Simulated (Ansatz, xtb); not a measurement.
# Relative energy of two isomers of C4H9F2N

Structure a: `CNCC(C)(F)F`, a singlet. Structure b: `C[C@H](CN)C(F)F`, a singlet. Both are isolated molecules in the gas phase, relaxed with r2SCAN-D4/def2-SVP, each in the lowest conformer that the search found.

Energies in hartree; the thermal terms are from GFN2-xTB frequencies at re-optimised GFN2-xTB minima (ideal gas, soft modes damped towards free rotors, one conformer each, 298.15 K, 1 atm) and include the zero-point energy:

|  | a | b |
| --- | --- | --- |
| E, CCSD(T)/def2-SVP | −410.921293 | −410.921307 |
| E, MP2/def2-SVP | −410.827987 | −410.829096 |
| E, MP2/def2-TZVPP | −411.608269 | −411.611380 |
| zero-point energy | 0.129732 | 0.131127 |
| H(298 K) − E | 0.139140 | 0.140390 |
| G(298 K) − E | 0.096854 | 0.098319 |

Problem. Correct the CCSD(T) difference for the basis set by the MP2 change, then work out ΔE, ΔE₀, ΔH and ΔG for a → b in kJ/mol (1 Eh = 2625.50 kJ/mol) and the equilibrium ratio [b]/[a].

Solution. 1. Differences b − a: CCSD(T) −0.000014, MP2 in the small set −0.001109, MP2 in the large set −0.003111 Eh.
2. ΔE = −0.000014 + (−0.003111 − (−0.001109)) = −0.002016 Eh = −5.29 kJ/mol.
3. ΔE₀ = ΔE + ΔZPE = −0.002016 + (+0.001395) Eh = −1.63 kJ/mol.
4. ΔH = ΔE + (+0.001250) Eh = −2.01 kJ/mol.
5. ΔG = ΔE + (+0.001465) Eh = −1.45 kJ/mol, so ΔS = (ΔH − ΔG)/T = −1.9 J/(mol K).
6. kT = 0.9442 mEh, so K = [b]/[a] = exp(−ΔG/kT) = exp(+0.58) ≈ 1.8.

The two are too close for this level to say which is favoured. An error of 4 kJ/mol in ΔG would change K by a factor of 5. GFN2-xTB, HF/STO-3G, r2SCAN-D4/def2-SVP//GFN2-xTB, r2SCAN-D4/def2-SVP, HF/def2-SVP gave ΔE the other sign. Mirror images and further conformers aren't counted.

As drawn, b has 1 C–C, 1 N–H in place of 1 C–N, 1 C–H.

Other levels gave ΔE = +19.6 (GFN2-xTB); +15.0 (HF/STO-3G, GFN2-xTB geometries); +4.0 (r2SCAN-D4/def2-SVP//GFN2-xTB); +5.3 (r2SCAN-D4/def2-SVP); +6.6 (HF/def2-SVP); −2.9 (MP2/def2-SVP); 0.0 (CCSD(T)/def2-SVP) kJ/mol. The correlated steps freeze 7 core orbitals. Programs: Ansatz 0.2.0, xtb 6.7.1.
